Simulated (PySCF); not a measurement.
First hyperpolarisability: SMILES s1nc2ncc(C=O)nc2n1, C5H2N4OS

Cartesian coordinates in Å; atom numbers follow the order of the lines, from 1:
```xyz
13

O    -3.372   -0.569   -0.454
C    -2.516   -0.435    0.379
C    -1.079   -0.205    0.048
C    -0.670   -0.140   -1.333
N     0.564    0.056   -1.707
C     1.442    0.195   -0.687
N     2.747    0.402   -0.840
S     3.364    0.501    0.658
N     2.036    0.291    1.563
C     1.031    0.130    0.702
N    -0.254   -0.074    1.057
H    -2.716   -0.469    1.477
H    -1.440   -0.262   -2.102
```

Computed, not measured: PySCF, quadratic response CAM-B3LYP/aug-cc-pVDZ first hyperpolarisability, Taylor convention, gas phase. Geometry: PBE0-D3(BJ)/def2-SVP.

Q: What is the first hyperpolarisability, and how does it disperse?

A: In au, Taylor convention; the vector part is βᵢ = ⅓ Σⱼ (βᵢⱼⱼ + βⱼᵢⱼ + βⱼⱼᵢ); β∥ is 3/5 of the vector part along the dipole, the dipole points from − to +:
```tsv
process	λ (nm)	β vector norm	β∥	β HRS	depolarisation ratio
static β(0;0,0)	∞	351.6	59.0	156.0	4.08
second harmonic β(−2ω;ω,ω)	1907	395.8	73.0	174.8	4.13
Pockels β(−ω;ω,0)	1907	365.5	63.3	–	–
second harmonic β(−2ω;ω,ω)	1064	531.3	117.2	233.0	4.15
Pockels β(−ω;ω,0)	1064	399.2	74.1	–	–
```

Q: Which lowest excitations, dipole and polarisabilities go with it?

A: S1 2.99 eV (f = 0.000); S2 3.69 eV (f = 0.001); S3 4.29 eV (f = 0.373); dipole 1.57 D; isotropic α 111.6 au static, 112.2 au at 1907 nm, 113.9 au at 1064 nm, 114.5 au at 953.5 nm, 122.8 au at 532 nm.
